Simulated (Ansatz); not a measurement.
Species: CuCl, net charge 0, triplet state. The spin state was set by rule; other spins were not relaxed. SMILES of the parent species: [Cu][Cl]
Structure (B3LYP-D3(BJ)/def2-TZVP (Ansatz, a program for electronic structure) minimum search):
```
Cu
Cl 1 2.1784
```
Charge 0, spin multiplicity 3.

Wanted: atomisation energy (electronic, to ground-state atoms), in kcal/mol. Cores are frozen in the correlated levels unless marked. UHF or UKS for open shells. Spin-orbit coupling is left out. The frozen core is the preceding noble-gas configuration, with the filled d and f shells of earlier blocks. Non-relativistic. The coupled-cluster limit lacks core correlation, which all-electron functionals hold. CBS(X,Y): correlation extrapolated as X^-3; Hartree-Fock from the larger set.

| level | program | atomisation energy (kcal/mol) |
|---|---|---|
| B3LYP/def2-TZVPD | Ansatz | 25.3 |
| LC-wPBE/def2-TZVPD | Ansatz | ? |
| B2PLYP-D3(BJ)/def2-TZVPD | Ansatz + dftd3 | ? |
| CCSD(T)/CBS(def2-TZVPPD,def2-QZVPPD) | Ansatz | 28.6 |

### Question
Some entries are withheld; supply them.

### Answer

- LC-wPBE/def2-TZVPD, atomisation energy (kcal/mol): 25.4
- B2PLYP-D3(BJ)/def2-TZVPD, atomisation energy (kcal/mol): 21.3
